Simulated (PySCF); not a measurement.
BrCs (SMILES [Br][Cs]), singlet, at a GFN2-xTB geometry (such geometries of metal compounds can be far from the true shape) (core potentials on Cs), atoms displaced at random by about 0.08 Å a coordinate; TPSS/def2-SVP, gradient (PySCF).

Here is a job for PySCF.
```python
from pyscf import gto, scf, dft

mol = gto.M(
    atom='''
Cs   -0.03277711   -0.04167874   -1.27776522
Br    0.09038679    0.02154405    2.01904799
''',
    basis='def2-svp',
    ecp={'Cs': 'def2-svp'},
    verbose=4,
)

mf = dft.RKS(mol)
mf.xc = 'tpss'
mf.conv_tol = 1e-4
mf.kernel()
g = mf.nuc_grad_method()
grad = g.kernel()
```

The log (banner, timings and long lists left out):

```
PySCF version 2.14.0

[INPUT] verbose = 4
[INPUT] num. atoms = 2
[INPUT] num. electrons = 44
[INPUT] charge = 0
[INPUT] spin (= nelec alpha-beta = 2S) = 0
[INPUT] symmetry False subgroup None
[INPUT] Mole.unit = angstrom
[INPUT] Symbol           X                Y                Z      unit          X                Y                Z       unit  Magmom
[INPUT]  1 Cs    -0.032777110000  -0.041678740000  -1.277765220000 AA   -0.061939761055  -0.078761403817  -2.414626317295 Bohr   0.0
[INPUT]  2 Br     0.090386790000   0.021544050000   2.019047990000 AA    0.170806278379   0.040712354114   3.815447733454 Bohr   0.0

nuclear repulsion = 50.5166755782269
number of shells = 22
number of NR pGTOs = 109
number of NR cGTOs = 56
basis = def2-svp
ecp = {'Cs': 'def2-svp'}

******** <class 'pyscf.dft.rks.RKS'> ********
method = RKS
initial guess = minao
damping factor = 0
level_shift factor = 0
DIIS = <class 'pyscf.scf.diis.CDIIS'>
diis_start_cycle = 1
diis_space = 8
diis_damp = 0
SCF conv_tol = 0.0001
SCF conv_tol_grad = None
SCF max_cycles = 50
direct_scf = True
direct_scf_tol = 1e-13
XC library pyscf.dft.libxc version 7.1.2
    S. Lehtola, C. Steigemann, M. J. T. Oliveira, and M. A. L. Marques,  SoftwareX 7, 1–5 (2018)
XC functionals = tpss
    J. Tao, J. P. Perdew, V. N. Staroverov, and G. E. Scuseria,  Phys. Rev. Lett. 91, 146401 (2003)
    J. P. Perdew, J. Tao, V. N. Staroverov, and G. E. Scuseria,  J. Chem. Phys. 120, 6898 (2004)
    J. Tao, J. P. Perdew, V. N. Staroverov, and G. E. Scuseria,  Phys. Rev. Lett. 91, 146401 (2003)
    J. P. Perdew, J. Tao, V. N. Staroverov, and G. E. Scuseria,  J. Chem. Phys. 120, 6898 (2004)
radial grids:
    Treutler-Ahlrichs [JCP 102, 346 (1995); DOI:10.1063/1.469408] (M4) radial grids

becke partition: Becke, JCP 88, 2547 (1988); DOI:10.1063/1.454033
pruning grids: <function nwchem_prune>
grids dens level: 3
symmetrized grids: False
atomic radii adjust function: <function treutler_atomic_radii_adjust>
small_rho_cutoff = 0
Set gradient conv threshold to 0.01
Initial guess from minao.
tot grids = 44136
init E= -2589.56454529369
  HOMO = -0.400903007582896  LUMO = -0.185890919243793  gap/eV = 5.85078
cycle= 1 E= -2593.94622317645  delta_E= -4.38  |g|= 0.352  |ddm|= 1.94
  HOMO = -0.0693366945940372  LUMO = -0.0476767536630582  gap/eV = 0.58940
cycle= 2 E= -2593.84774918539  delta_E= 0.0985  |g|= 0.588  |ddm|= 2.17
  HOMO = -0.174700072257359  LUMO = -0.0526711174275931  gap/eV = 3.32058
cycle= 3 E= -2593.99563820878  delta_E= -0.148  |g|= 0.14  |ddm|= 1.64
  HOMO = -0.157726132494205  LUMO = -0.0609205813185376  gap/eV = 2.63421
cycle= 4 E= -2594.00093163386  delta_E= -0.00529  |g|= 0.0287  |ddm|= 0.258
  HOMO = -0.152897002847352  LUMO = -0.0623992002884535  gap/eV = 2.46257
cycle= 5 E= -2594.00116675419  delta_E= -0.000235  |g|= 0.0055  |ddm|= 0.0554
  HOMO = -0.152805382728466  LUMO = -0.0624072190805833  gap/eV = 2.45986
cycle= 6 E= -2594.00117626256  delta_E= -9.51e-06  |g|= 0.00143  |ddm|= 0.0101
  HOMO = -0.1536372325519  LUMO = -0.0623536761122985  gap/eV = 2.48395
Extra cycle  E= -2594.00117541814  delta_E= 8.44e-07  |g|= 0.00217  |ddm|= 0.00877
converged SCF energy = -2594.00117541814

******** <class 'pyscf.grad.rks.Gradients'> for <class 'pyscf.dft.rks.RKS'> ********
unit = Eh/Bohr
grid_response = False
--------------- RKS gradients ---------------
         x                y                z
0 Cs    -0.0003641436    -0.0001867079    -0.0097818226
1 Br     0.0002871551     0.0001390165     0.0098018167
----------------------------------------------
```
